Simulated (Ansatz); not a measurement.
Geometry optimisation, RKS PBE/6-31G* in Ansatz 0.2.0.

Input file:

```yaml
crystal:
  periodic: [false, false, false]
  atoms:
    - { symbol: F, position_ang: [-2.3658, 1.1411, 0.9569] }
    - { symbol: Al, position_ang: [-0.6611, 0.9992, 1.2936] }
    - { symbol: C, position_ang: [0.3203, -0.531, 0.5128] }
    - { symbol: F, position_ang: [1.7484, -0.4476, 0.9197] }
    - { symbol: Si, position_ang: [0.2605, -0.4801, -1.3546] }
    - { symbol: H, position_ang: [0.0942, 2.0916, 2.2049] }
    - { symbol: H, position_ang: [-0.0621, -1.4813, 0.8923] }
    - { symbol: H, position_ang: [-1.1086, -0.5365, -1.7682] }
    - { symbol: H, position_ang: [0.8517, 0.8014, -1.7791] }
    - { symbol: H, position_ang: [1.0057, -1.6079, -1.8753] }
basis:
  gaussian: { orbitals: "6-31G*" }
hamiltonian:
  xc: pbe
relax:
  f_tol: 0.015
  max_steps: 40
```

Launched with:

```bash
$ ansatz run input.yaml --threads 2 --pin off --max-ram 3072MiB --backend cpu --events-out ev --progress --plain --runs-dir out
```

Q: Where does it end, and by what steps?

A: The run converged. The force dipped under the threshold on the way, but the program's further checks kept it going. After 13 steps the energy has fallen by 0.238 eV; F1 moved furthest, 0.48 Å.

```
step  energy less start (eV)  largest force component (eV/Å)  accepted
   0                  0.0000                           1.669       yes
   1                 -0.1881                           0.982       yes
   2                 -0.2261                           0.361       yes
   3                 -0.2247                           0.183        no
   4                 -0.2343                           0.057       yes
   5                 -0.2354                           0.027       yes
   6                 -0.2365                           0.008       yes
   7                 -0.2372                           0.124       yes
   8                 -0.2376                           0.074       yes
   9                 -0.2381                           0.021       yes
  10                 -0.2382                           0.035       yes
  11                 -0.2383                           0.027       yes
  12                 -0.2383                           0.022       yes
  13                 -0.2384                           0.009       yes
```

```xyz
10
Properties=species:S:1:pos:R:3
F -2.335 1.029 1.419
Al -0.663 1.018 1.332
C 0.246 -0.555 0.527
F 1.588 -0.532 1.029
Si 0.328 -0.476 -1.376
H 0.124 2.285 1.898
H -0.226 -1.510 0.835
H -1.072 -0.560 -1.916
H 0.931 0.833 -1.797
H 1.163 -1.583 -1.948
```

Time of the run: 50 s on 2 threads of Arm Neoverse N1, with other jobs on the host, peak memory 0.15 GiB.
